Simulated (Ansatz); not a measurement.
Two isomers of C2H7BSeSi: A = `CC1[Se]B1[SiH3]`, B = `C=C([SeH])B[SiH3]`.

Computed with Ansatz on PBE0-D4/def2-TZVP structures; ΔE is electronic, products minus reactants. CBS: MP2 limit from def2 TZ/QZ plus the TZ coupled-cluster correction, frozen cores. DFT in def2-TZVPP. B3LYP here is the variant with VWN-RPA as its local correlation; programs differ in this. For Se outer-core shells are correlated without core-valence functions, which leaves a few kJ/mol of doubt a bond. Scalar relativity is left out up to krypton. One conformer a species, not always the lowest.

Q: Which is lower in electronic energy at CCSD(T)/CBS, and by how much? (An estimate is asked.)

A: Ansatz gave: A, by 127.9 kJ/mol.

Q: Give E(B) − E(A) in kJ/mol with ωB97M-V, HF/def2-TZVPP, CCSD/def2-TZVPP, B2PLYP, B3LYP, B3LYP-D4, PBE-D4. (Best estimate.)

A: The calculation gave: ωB97M-V 122.2, HF/def2-TZVPP 99.4, CCSD/def2-TZVPP 120.8, B2PLYP 123.5, B3LYP 115.5, B3LYP-D4 112.7, PBE-D4 131.1. None reverses the order clearly.

Largest T1 diagnostic: 0.015.

From PBE to PBE0 (25 % exact exchange), in def2-TZVPP and without D4, E(B) − E(A) moves by +3.3 kJ/mol. In def2-TZVPP, CCSD(T) changes the Hartree–Fock value by +24.6 kJ/mol (the triples alone add +3.2 kJ/mol) and MP2 by +40.9 kJ/mol.
